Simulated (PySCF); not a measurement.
# Multinuclear NMR of C2H13O2PSi3

Geometry:
| atom | x (Å) | y (Å) | z (Å) |
| --- | --- | --- | --- |
| O1 | -3.865 | 0.196 | -0.723 |
| C2 | -3.015 | 0.301 | 0.387 |
| C3 | -1.962 | -0.806 | 0.392 |
| O4 | -1.185 | -0.742 | -0.770 |
| Si5 | 0.041 | 0.277 | -1.066 |
| P6 | 1.228 | 0.539 | 0.796 |
| Si7 | 2.053 | -1.510 | 1.077 |
| Si8 | 2.975 | 1.654 | -0.009 |
| H9 | -3.312 | 0.034 | -1.498 |
| H10 | -2.498 | 1.272 | 0.390 |
| H11 | -3.646 | 0.229 | 1.276 |
| H12 | -1.324 | -0.705 | 1.278 |
| H13 | -2.447 | -1.787 | 0.397 |
| H14 | -0.413 | 1.616 | -1.453 |
| H15 | 0.666 | -0.434 | -2.173 |
| H16 | 3.081 | -1.404 | 2.111 |
| H17 | 0.952 | -2.360 | 1.529 |
| H18 | 2.635 | -2.066 | -0.148 |
| H19 | 2.495 | 2.979 | -0.392 |
| H20 | 3.948 | 1.735 | 1.078 |
| H21 | 3.581 | 0.998 | -1.172 |

[PySCF 2.14.0 with density-fitted response routines: shieldings: GIAO PBE0/pcSseg-1; GFN2-xTB structure; in vacuum; relativity neglected; a single conformation; fast rotation and ring inversion assumed for equivalent nuclei]

Q: What are the 31P shifts?

A: 
```tsv
atoms	environment	σ (ppm)	δ (ppm)
P6	phosphorus bonded to 3 Si	682.4	-295.2
```

Shieldings were converted by a linear fit to measured shifts: 31P: δ = 270.09 − 0.828σ (rms 18.1 ppm, 64 shifts vs H3PO4, solution or neat liquid). A few per cent of atoms miss by over 2 rms, more outside the fitted compound classes.

On a 600 MHz spectrometer 31P resonates near 242.9 MHz, so 1 ppm is 242.9 Hz.

Q: Where does 29Si resonate?

A: 
| atoms | environment | σ (ppm) | δ (ppm) |
| --- | --- | --- | --- |
| Si5 | silicon bonded to O, P, 2 H | 360.2 | -16.1 |
| Si7/Si8 | silicon bonded to P, 3 H | 432.7 | -75.7 |

Shieldings were converted by a linear fit to measured shifts: 29Si (scatter 8.9 ppm rms, 25.8 ppm with the 6 outliers that the fit left out vs TMS, solution or neat liquid). A few per cent of atoms miss by over 2 rms, more outside the fitted compound classes.

On a 500 MHz spectrometer 29Si resonates near 99.3 MHz, so 1 ppm is 99.3 Hz.

Q: Where does 17O resonate?

A: 
```json
{"atoms": "O1", "environment": "alcohol oxygen", "σ (ppm)": "313.0", "δ (ppm)": "-18.4"}
{"atoms": "O4", "environment": "oxygen bonded to C, Si", "σ (ppm)": "322.2", "δ (ppm)": "-26.8"}
```

Shieldings were converted by a linear fit to measured shifts: 17O (scatter 10.7 ppm rms, 12.2 ppm with the 3 outliers that the fit left out vs liquid water, solution or neat liquid). Occasional misses reach two or three times the rms, and more in compound classes unlike the fitted ones.

On a 600 MHz spectrometer 17O resonates near 81.3 MHz, so 1 ppm is 81.3 Hz.
